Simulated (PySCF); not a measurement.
## From computed data to an observable: chemical shift, span and skew from a shielding tensor

B3H5N3, SMILES B1NB[N]BN1 (connectivity only; charge and spin as stated), charge -1, multiplicity 1. Atoms are numbered in the order given.

```xyz
11

B      0.0000     1.1918    -0.8052
N      0.0000     0.0000    -1.5257
B      0.0000    -1.1918    -0.8052
N      0.0000    -1.2115     0.6694
B      0.0000     0.0000     1.4108
N      0.0000     1.2115     0.6694
H      0.0000     2.3196    -1.3187
H      0.0000    -2.3196    -1.3187
H      0.0000    -2.0971     1.1546
H      0.0000     0.0000     2.6338
H      0.0000     2.0971     1.1546
```
Charge -1, spin multiplicity 1.

The structure is a stationary point at PBE0-D3(BJ)/def2-SVPD. The multiplicity is an assumed one; no other spin state was optimised. The isomer is the one that the SMILES or the coordinates give; other isomers of the formula were not compared.

GIAO shieldings from B3LYP/pcSseg-1 (PySCF), non-relativistic, no solvent. The symmetric part of the tensor of N4 has the principal values -42.2, 172.4, 191.7 ppm. The same nucleus in NH3 has σ = 265.5 ppm at this level (PySCF, at its B3LYP-D3(BJ)/def2-TZVP geometry).

Question: Work out the isotropic shielding, the ¹⁵N shift against NH3, the span and the skew.

Answer: 
σ(iso) = (σ11 + σ22 + σ33)/3 = 107.3 ppm. δ = σ(ref) − σ(iso) = 265.5 − (107.3) = 158.2 ppm.
Span Ω = σ33 − σ11 = 233.9 ppm. Skew κ = 3(σ(iso) − σ22)/Ω = -0.83. Tumbling in solution averages the tensor to δ; in a static solid the shielding alone would spread this spin-1/2 line over Ω.
